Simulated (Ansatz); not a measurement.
`[OH][GeH2][SiH](O)O` and `O[SiH2][GeH2][OH]` differ in one atom or group.

Ansatz, PBE0-D4/def2-TZVP geometries, multiplicity 1. Each molecule was computed in one conformer, which needn't be the lowest.

Scalar relativity is left out up to krypton.

| property | `[OH][GeH2][SiH](O)O` |
| --- | --- |
| LUMO energy (B3LYP/def2-TZVPP) / eV | -0.70 |
| HOMO energy (PBE/def2-TZVPP) / eV | -6.72 |
| HOMO–LUMO gap (B3LYP/def2-TZVPP) / eV | 7.06 |
| LUMO energy (PBE/def2-TZVPP) / eV | -1.30 |
| HOMO energy (ωB97M-V/def2-TZVPP) / eV | -10.03 |
| LUMO energy (PBE0/def2-TZVPP) / eV | -0.45 |

**Question.** Give the same properties after the change, and the shifts. (Estimate.)

**Answer.** Ansatz gave: 
```
                             property  `O[SiH2][GeH2][OH]`  shift
  LUMO energy (B3LYP/def2-TZVPP) / eV                -0.98  -0.28
    HOMO energy (PBE/def2-TZVPP) / eV                -6.56   0.16
HOMO–LUMO gap (B3LYP/def2-TZVPP) / eV                 6.63  -0.43
    LUMO energy (PBE/def2-TZVPP) / eV                -1.59  -0.29
HOMO energy (ωB97M-V/def2-TZVPP) / eV                -9.88   0.15
   LUMO energy (PBE0/def2-TZVPP) / eV                -0.75  -0.30
```

With PBE0 the HOMO rises by 0.15 eV and the LUMO falls by 0.30 eV, so the gap narrows by about 0.45 eV. PBE moves the HOMO by 0.16 eV and ωB97M-V by 0.15 eV.

B3LYP here is the variant with VWN-RPA as its local correlation; programs differ in this.
